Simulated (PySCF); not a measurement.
## Bond curve of RbLi⁻

Set-up: PySCF, scalar-relativistic core potentials, basis sets Rb def2-SVPD with ECP28, Li def2-SVPD. Energies in eV from Rb + Li⁻ in their ground configurations at the same level. State: ²Σ⁺ (doublet), unpaired electrons σ ↑.

```
R (Å)    B97-3  CAM-B3LYP  ROHF-CCSD
3.450  -0.6956    -0.5345           
3.611  -0.7374    -0.5724    -0.4587
3.771  -0.7619    -0.5935    -0.4843
3.892  -0.7714    -0.6009    -0.4947
4.012  -0.7750    -0.6025    -0.4991
4.132  -0.7738    -0.5997    -0.4987
4.293  -0.7665    -0.5905    -0.4924
4.493  -0.7507    -0.5728    -0.4779
4.734  -0.7259    -0.5459    -0.4538
5.055  -0.6881    -0.5056
```

Put a parabola through the three lowest points of the B97-3 curve and estimate Re, k and ωe (reduced mass 6.481 u; 1 eV/Å² = 0.16022 mdyn/Å; ωe = 1302.8·√(k/μ) cm⁻¹).

Through R = 3.892, 4.012, 4.132 Å the second-order coefficient is 0.167 eV/Å², so Re ≈ 4.042 Å, k ≈ 0.0534 mdyn/Å and ωe ≈ 118 cm⁻¹. A polynomial fit of higher order to the unrounded B97-3 energies gives Re = 4.038 Å, k = 0.0500 mdyn/Å, ωe = 114 cm⁻¹; anharmonicity and rounding make the difference.

The higher-order fit for each curve: B97-3: Re = 4.038 Å, ωe = 114 cm⁻¹, De = 0.78 eV; CAM-B3LYP: Re = 3.992 Å, ωe = 117 cm⁻¹, De = 0.60 eV; ROHF-CCSD: Re = 4.061 Å, ωe = 112 cm⁻¹, De = 0.499 eV.

Correlated steps freeze no core orbitals. Correlated levels converge slowly with the basis: in double zeta they bind strong bonds too weakly, by up to about 1 eV, and carry superposition errors of some tenths. Spin–orbit coupling is left out. For an ion De counts to the pair picked by the measured ionisation energies or electron affinities, which need not be the lowest pair at this level. The highest Kohn–Sham level is positive in this anion. Much of that is self-interaction error, but it also means that the finite basis helps to hold the extra electron. The CCSD T1 diagnostic is raised, a sign that a single reference may not be enough here. The state is the lowest determinant that a PBE0 search found; another state may lie lower at other levels.
